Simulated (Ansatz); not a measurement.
`C[Si](Cl)(Cl)[GeH3]` + `OBF` → `O[B](F)[GeH3]` + `C[SiH](Cl)Cl` at 400 K and 1 bar (formal exchange of groups at a Ge–Si bond).

Gas-phase electronic energies from Ansatz, PBE0-D4/def2-TZVP geometries. CBS: MP2 limit from def2 TZ/QZ plus the TZ coupled-cluster correction, frozen cores. This one scheme is used for every species. For Ge outer-core shells are correlated without core-valence functions, which leaves a few kJ/mol of doubt a bond. Scalar relativity is left out up to krypton. Each species was taken in one conformer, which may not be the lowest.

```json
{"species": "`C[Si](Cl)(Cl)[GeH3]`", "CCSD(T)/CBS energy (Eh)": "-3326.53256", "H − E (kJ/mol)": "210.0", "S (J/(mol·K))": "446.4"}
{"species": "`OBF`", "CCSD(T)/CBS energy (Eh)": "-201.07426", "H − E (kJ/mol)": "96.4", "S (J/(mol·K))": "268.5"}
{"species": "`O[B](F)[GeH3]`", "CCSD(T)/CBS energy (Eh)": "-2278.38102", "H − E (kJ/mol)": "146.6", "S (J/(mol·K))": "358.0"}
{"species": "`C[SiH](Cl)Cl`", "CCSD(T)/CBS energy (Eh)": "-1249.21450", "H − E (kJ/mol)": "157.0", "S (J/(mol·K))": "357.9"}
```

H − E and S are ideal-gas, rigid-rotor, harmonic terms from PBE0-D4/def2-TZVP, for one conformer and one mirror image of each species. 1 Eh = 2625.50 kJ/mol, R = 8.31446 J/(mol·K).

Question: By hand: ΔE, ΔH, ΔS and ΔG.

Answer: ΔE = (-2278.38102) + (-1249.21450) − (-3326.53256) − (-201.07426) = 0.01130 Eh = 29.7 kJ/mol. Δ(H − E) = 146.6 + 157.0 − 210.0 − 96.4 = -2.8, so ΔH = 26.9 kJ/mol. ΔS = 358.0 + 357.9 − 446.4 − 268.5 = 1.0 J/(mol·K). ΔG = 26.9 − 400 × (1.0)/1000 = 26.5 kJ/mol.

Question: By hand: the equilibrium constant, and the temperature at which ΔG would vanish if ΔH and ΔS stayed fixed.

Answer: log₁₀ K = −ΔG/(RT ln 10) = -3.5. ΔG = 0 at ΔH/ΔS = 26900 K, far beyond where these terms or the molecules hold.

The number of gas molecules stays the same, so ΔS is small and ΔH decides. A doubt of 5 kJ/mol in ΔE shifts log₁₀ K by 0.7 here. Other conformers and mirror images would add mixing entropy, several J/(mol·K) or more a flexible species. These are equilibria of isolated gas molecules and say nothing of rates. Largest T1 diagnostic: 0.013 (customary marks: 0.02 for closed shells, 0.045 for open ones).
